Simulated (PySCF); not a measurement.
Excitation energy of Sb(2+) by level of theory

Sb(2+) [Kr] 4d10 5s2 5p1 (2P) → Sb(2+) [Kr] 4d10 5s2 6s1 (2S), as a difference of total energies. Calculation: PySCF 2.14, in x2c-QZVPPall with one added diffuse shell each of s, p, d, f type (14s10p8d5f1g, 128 functions); the spin-free X2C one-electron Hamiltonian (Gaussian nucleus). Correlated levels: valence: [Kr] 4d10 frozen; valence and next inner shell: [Ar] 3d10 frozen. The calculations carry no spin-orbit coupling.

```json
{"method": "UHF", "excitation energy (cm⁻¹)": "88058"}
{"method": "LDA", "excitation energy (cm⁻¹)": "88066"}
{"method": "PBE", "excitation energy (cm⁻¹)": "86745"}
{"method": "PBE0", "excitation energy (cm⁻¹)": "87951"}
{"method": "r2SCAN", "excitation energy (cm⁻¹)": "89517"}
{"method": "LC-wPBE", "excitation energy (cm⁻¹)": "90187"}
{"method": "BHandHLYP", "excitation energy (cm⁻¹)": "88970"}
{"method": "revPBE", "excitation energy (cm⁻¹)": "86411"}
{"method": "MP2 (valence)", "excitation energy (cm⁻¹)": "87749"}
{"method": "SCS-MP2 (valence)", "excitation energy (cm⁻¹)": "88023"}
{"method": "MP2 (valence and next inner shell)", "excitation energy (cm⁻¹)": "87632"}
{"method": "SCS-MP2 (valence and next inner shell)", "excitation energy (cm⁻¹)": "87713"}
```

A first-order spin-orbit estimate (lowest level to lowest level, LS coupling) adds 0.484 eV.

The promoted electron is Rydberg-like, and one or two diffuse shells describe it only roughly, which tends to raise the upper state.
